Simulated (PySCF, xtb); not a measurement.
SbBr2, SMILES [Br][Sb+][Br] (connectivity only; charge and spin as stated), charge +1, multiplicity 1.

Harmonic wavenumbers (cm⁻¹) from GFN2-xTB (xtb 6.7.1) at its own minimum, in rising order: 78, 240, 248.

Task: What does r2SCAN-D4/def2-SVP (PySCF) give at its own minimum? (An estimate is asked for; the answer gives what the named calculation found.)

Result: 92, 287, 291. Paired by order, the mean absolute difference is 34 cm⁻¹ and the zero-point energies are 0.8 and 1.0 kcal/mol.
